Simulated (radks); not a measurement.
Spherical jellium clusters: N electrons in a uniform positive sphere of charge N and radius rs N^(1/3), rs = 3.25 bohr. Method: non-relativistic Kohn-Sham, PBE, spin-polarised, spherical densities; computed with a radial shooting solver with Libxc functionals. Levels are named by radial order and angular momentum (1s, 1p, 1d, 2s, ...), and open shells are averaged over m.

N = 8, configuration 1s2 1p6. This is the lowest configuration that the search found. Occupied and some empty levels:

| level | occupation | eigenvalue (eV) | <r> (bohr) |
|---|---|---|---|
| 1s | 2 | -5.5791 | 4.390 |
| 1p | 6 | -3.7531 | 5.451 |
| 1d | 0 | -1.6799 | 6.600 |
| 2s | 0 | -1.2967 | 7.184 |

Energy (eV): total -14.0088, kinetic 18.625, external -310.91, Hartree 150.99, exchange-correlation -33.474, background 160.76.
